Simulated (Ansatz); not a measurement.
Molecule: sum formula SiN$_{3}$H$_{6}$Cl, charge 0, multiplicity 1. SMILES: [Si](Cl)(N)(N)N
Geometry from a B3LYP-D3(BJ)/def2-TZVP (Ansatz, a first-principles code) optimisation:
```
Si
N 1 1.7001
H 2 1.0071 1 120.27
H 2 1.0071 3 112.31 1 -150.51
N 1 1.7082 2 105.36 3 171.82
H 5 1.0063 1 120.97 2 154.56
H 5 1.0074 6 112.33 1 -153.35
N 1 1.7082 2 105.36 3 40.01
H 8 1.0063 1 120.97 2 -154.56
H 8 1.0074 9 112.33 1 153.35
Cl 1 2.0877 2 118.17 3 -74.08
```
Charge 0, spin multiplicity 1.

Parts of the frozen-core correlation energy in 6-31G* (Ansatz, hartree). Frozen orbitals: 13; correlated occupied orbitals by spin: 16 and 16; virtual: 66 and 66. Spin-orbit coupling is left out. Non-relativistic.

```csv
term,value
reference (HF),-915.38922
MP2 opposite-spin,-0.52005
MP2 same-spin,(withheld)
CCSD correlation,(withheld)
(T),(withheld)
T1 diagnostic,0.009
largest doubles amplitude,0.025
```

Problem. Complete the blanks.

Solution. 
- MP2 same-spin, value: -0.18034
- CCSD correlation, value: -0.74644
- (T), value: -0.01640
